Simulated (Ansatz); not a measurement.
Energy profile

The step: BHOF₂ ([OH][B]([F])[F]) + SiH₄ → BSiH₃F₂ ([F][B]([F])[SiH3]) + H₂O; bonds formed: B1–Si6, O2–H5; bonds broken: B1–O2, H5–Si6 (atoms numbered as in the saddle structure below).

```csv
atom,x (Å),y (Å),z (Å)
B1,-0.1657,0.2474,-0.9649
O2,1.1170,1.1061,-0.8752
F3,-0.0434,-0.7315,-1.8693
F4,-1.2667,1.0270,-1.0164
H5,0.8260,0.4863,0.1151
Si6,-0.2293,-0.8235,1.0548
H7,0.8733,2.0360,-0.7667
H8,0.7912,-1.8829,1.2674
H9,-0.3605,-0.0139,2.2983
H10,-1.5419,-1.4512,0.7568
```

Electronic energies by CCSD(T) at an estimated basis limit (MP2 extrapolated from triple and quadruple zeta, plus CCSD(T) − MP2 in triple zeta), on PBE0-D4/def2-TZVP structures; BSiH5OF2, closed shell; no counterpoise correction. Computed with Ansatz 0.2.0 (basis: def2-TZVPP and def2-QZVPP); correlated methods freeze the cores. Extrapolation: Hartree–Fock as exp(−7.88 √X), correlation as X^−2.97.

**Question.** Give the profile in eV, counted from the separated reactants. (An estimate is asked for; the value comes from the calculation.)

**Answer.** The calculation gives:
| point | eV |
| --- | --- |
| separated: BHOF2 (linked as [OH][B]([F])[F]; B1, O2, F3, F4, H7; singlet) + SiH4 (H5, Si6, H8, H9, H10; singlet) | 0.000 |
| start structure | -0.056 |
| saddle | 2.611 |
| end structure | 1.318 |
| separated: BSiH3F2 (linked as [F][B]([F])[SiH3]; B1, F3, F4, Si6, H8, H9, H10; singlet) + H2O (O2, H5, H7; singlet) | 1.543 |

T1 diagnostic: at most 0.014.

For scale, one of the runs: CCSD(T)/def2-TZVPP, 236 basis functions, launched by `ansatz run in.yaml --threads 4 --pin off --events-out ev --progress --plain --max-ram 9574MiB`. Time: 33 s of wall clock on 4 CPU threads of an Intel Xeon 6975P-C; the host was shared. Peak host memory: 4.9 GiB.
